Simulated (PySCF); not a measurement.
## Cl²⁺ (chlorine, charge +2) across methods

[Ne] 3s1 3p4, high-spin 4P determinant (an excited configuration). Calculation: PySCF 2.14, in x2c-TZVPPall; scalar relativity by spin-free X2C-1e.

```tsv
method	E (hartree)	mean ε 3s α (eV)	mean ε 3p α (eV)	mean ε 3p β (eV)	Σ⟨r²⟩ (bohr²)	⟨S²⟩
revPBE	-459.6819	-47.163	-33.682	-30.263	15.85	3.752
LDA	-458.2196	-46.912	-33.611	-30.198	15.89	3.751
M06	-459.7232	-49.678	-35.146	-31.431	15.74	3.752
B3LYP	-459.7559	-49.421	-35.034	-31.380	15.88	3.752
MN15	-459.8427	-49.664	-36.093	-32.686	15.71	3.751
UHF	-459.14730	-58.695	-40.462	-33.531	16.04	3.755
r2SCAN	-459.7289	-48.578	-34.374	-30.278	15.84	3.753
PBE0	-459.5952	-50.217	-35.559	-31.460	15.86	3.752
```

**Question.** Estimate the same row for PBE.

**Answer.** E (hartree) = -459.5654; mean ε 3s α (eV) = -47.130; mean ε 3p α (eV) = -33.674; mean ε 3p β (eV) = -30.269; Σ⟨r²⟩ (bohr²) = 15.86; ⟨S²⟩ = 3.752.
